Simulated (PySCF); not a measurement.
## Telling isomers of C₇H₉O₂P apart by NMR

- GFN2-xTB geometry
- PBE0/pcSseg-1 with gauge-including orbitals
- code: PySCF
- gas phase, fast rotation and ring inversion assumed for equivalent nuclei, non-relativistic Hamiltonian, single conformer

Shifts are taken against calculated references (same method and geometry level): 1H and 13C vs TMS. Splittings of carbon signals by F and P are missing where no couplings were computed. Where no couplings were computed, multiplicities follow the n + 1 count of equivalent neighbours, and m marks all less simple cases (inequivalent or close neighbours, rings, F or P nearby). Shifts are as computed. Against solution values, carbons near 30 ppm lie about +3 ppm off and those near 130 ppm about +5 ppm. Of 1211 compounds with measured shifts, 218 miss one by over three times the rms of a fit or turn the order of signals round; such compounds aren't used in these exercises. OH and NH positions are gas-phase values without hydrogen bonding to other molecules.

(1) Tabulate the signals of `C[P@](=O)(O)c1ccccc1`, `O=P1(c2ccco2)CCC1`, `C#C[P@](=O)(C(C)=O)C1CC1`, `C[C@@H]1C[P@]1(=O)c1ccco1` and their relative energies.

(2) What is the quickest way to tell C[P@](=O)(O)c1ccccc1 from C[C@@H]1C[P@]1(=O)c1ccco1?

(3) What is the quickest way to tell C[P@](=O)(O)c1ccccc1 from C#C[P@](=O)(C(C)=O)C1CC1?

(4) What is the quickest way to tell C[P@](=O)(O)c1ccccc1 from O=P1(c2ccco2)CCC1?

Results:

(1) 
```json
{"SMILES": "C[P@](=O)(O)c1ccccc1", "carbon types": "1×C 5×CH 1×CH3", "δC": "141.1, 137.3, 136.0, 133.5, 21.8", "δH": "8.05 (m, 2H), 7.78 (m, 1H), 7.74 (m, 2H), 2.61 (br s, 1H), 1.50 (m, 3H)", "E rel. (kcal/mol)": "0.0"}
{"SMILES": "O=P1(c2ccco2)CCC1", "carbon types": "1×C 3×CH 3×CH2", "δC": "154.3, 152.4, 120.3, 117.7, 45.8, 11.3", "δH": "7.80 (m, 1H), 6.96 (m, 1H), 6.76 (m, 1H), 3.01 (m, 2H), 2.61 (m, 2H), 2.03 (m, 1H), 1.61 (m, 1H)", "E rel. (kcal/mol)": "53.4"}
{"SMILES": "C#C[P@](=O)(C(C)=O)C1CC1", "carbon types": "2×C 2×CH 2×CH2 1×CH3", "δC": "222.9, 98.1, 84.8, 34.2, 10.5, 3.5, 2.3", "δH": "2.81 (m, 3H), 2.31 (m, 1H), 1.32 (m, 1H), 0.96 (m, 1H), 0.90 (m, 1H), 0.82 (m, 1H), 0.65 (m, 1H)", "E rel. (kcal/mol)": "96.1"}
{"SMILES": "C[C@@H]1C[P@]1(=O)c1ccco1", "carbon types": "1×C 4×CH 1×CH2 1×CH3", "δC": "153.5, 148.4, 135.0, 119.2, 25.3, 21.7, 15.3", "δH": "7.83 (m, 1H), 7.80 (m, 1H), 6.88 (m, 1H), 2.26 (m, 1H), 2.14 (m, 1H), 1.34 (m, 3H), 0.91 (m, 1H)", "E rel. (kcal/mol)": "66.4"}
```

Energies are electronic energies at PBE0/pcSseg-1 on these geometries, without zero-point or thermal terms, each for the one conformer computed, which needn't be the lowest.

(2) Count the carbon signals: 5 against 7. The first has a substituted aromatic carbon (C) at 141.1 ppm, the second a three-membered-ring carbon (CH) at 25.3 ppm. Their most deshielded carbons lie at 141.1 and 153.5 ppm.

(3) Count the carbon signals: 5 against 7. The first has a substituted aromatic carbon (C) at 141.1 ppm, the second a carbonyl carbon (C) at 222.9 ppm. In the proton spectra the most deshielded non-exchanging signals are 8.05 (m, 2H) and 2.81 (m, 3H).

(4) Count the carbon signals: 5 against 6. The first has a methyl carbon bonded to P (CH3) at 21.8 ppm, the second an sp3 CH2 bonded to P at 45.8 ppm. Their most deshielded carbons lie at 141.1 and 154.3 ppm.
